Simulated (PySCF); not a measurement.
C5H7FNP.
Z-matrix (Å and degrees, GFN2-xTB geometry), rows numbered from 1:
```
C 
C   1  1.4946
C   2  1.3625  1  124.43
N   3  1.3619  2  114.17  1  -178.83
C   4  1.4395  3  124.32  2  -177.14
C   4  1.3497  3  111.10  2    -0.32
F   6  1.3440  4  116.79  3  -179.85
P   6  1.7192  4  115.99  3     0.36
H   1  1.0879  2  110.56  3  -142.83
H   1  1.0904  2  110.43  3    97.99
H   1  1.0883  2  110.55  3   -21.98
H   3  1.0754  2  126.89  1     1.05
H   5  1.0892  4  109.69  3  -156.67
H   5  1.0892  4  109.50  3   -36.66
H   5  1.0935  4  110.52  3    83.50
```

Computed with TDDFT B3LYP/def2-SVPD, vertical, gas phase, core orbitals frozen in the response (PySCF).

Frontier orbitals with the atoms that hold most of them (Löwdin shares over 4%, at most four atoms; ? is withheld):

```
orbital  ε (eV)                           atoms
 HOMO-3   -9.43  P8 23%, C2 17%, C1 15%, C6 14%
 HOMO-2   -7.67    P8 65%, C2 14%, C6 9%, C3 4%
 HOMO-1   -6.57  C2 30%, N4 19%, P8 14%, C3 12%
   HOMO       ?                               ?
   LUMO   -0.30                               ?
 LUMO+1    0.15  C5 28%, C6 12%, H14 11%, C3 9%
 LUMO+2    0.41  C2 25%, C3 24%, P8 11%, H12 9%
```

(1) Give the leading atoms of the LUMO.

(2) Give the leading atoms of the HOMO.

(3) What is the HOMO energy, and the HOMO–LUMO gap?

## Answers

(1) P8 (bonded to 2 C) 34%; C6 (bonded to F, N and P) 27%; N4 (bonded to 3 C) 15%; C2 (bonded to 2 C and P) 8%. By element: carbon 35% or more, phosphorus 34%, nitrogen 15%.

(2) P8 (bonded to 2 C) 29%; C6 (bonded to F, N and P) 26%; C3 (bonded to C, N and H) 18%; C2 (bonded to 2 C and P) 8%. By element: carbon 52% or more, phosphorus 29%.

(3) ε(HOMO) = -5.99 eV; the gap is 5.69 eV (0.2091 hartree).

Q: The HOMO–LUMO gap is 5.69 eV. Where does the response calculation put the lowest singlet, and from which orbitals?

A: S1 is at 5.24 eV (f = 0.0082), 0.45 eV below the gap, made of HOMO→LUMO+1 (73%), HOMO→LUMO (15%). Its leading pair isn't HOMO and LUMO; the energies of that pair differ by 6.14 eV. Without the coupling terms of the response equations the lowest excitation would equal the gap.

Q: Give energy, strength and leading configuration of S1 and S5, and follow the Löwdin shares of the leading atoms from the occupied to the empty orbital.

A: 
- S1 (5.24 eV, f 0.0082), HOMO→LUMO+1 (73%): P8 29% → at most 9%, C6 26% → 12%, C5 at most 9% → 28%
- S5 (5.89 eV, f 0.015), HOMO-1→LUMO+1 (89%): C2 30% → at most 9%, N4 19% → at most 9%, C5 at most 13% → 28%, C6 at most 13% → 12%
